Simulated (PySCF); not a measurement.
Au2H2S2Si, SMILES [Au][S][SiH2][S][Au], multiplicity 1.

The structure is a stationary point at B3LYP-D3(BJ)/def2-SVP. The spin state was assumed, not searched. The def2 effective core potentials stand for the cores of Au; spin–orbit coupling is left out. One conformer was computed; it need not be the lowest.

Level of theory: PySCF with ωB97X/def2-TZVP.

Isolated molecule, no solvent.

```json
{
  "total_energy": "-1358.70401 hartree",
  "point_group": "Cs",
  "highest_occupied_level": "-8.85 eV",
  "lowest_empty_level": "-1.61 eV",
  "orbital_gap": "7.24 eV",
  "dipole_moment": "4.85 D",
  "quadrupole, principal values (traceless, Buckingham form, about the centre of nuclear charge)": "-17.82, -15.60, 33.42 D·Å",
  "mean_static_polarisability": "135.3 bohr³ (20.05 Å³)",
  "polarisability_principal_values": "88.8, 110.3, 206.8 bohr³"
}
```
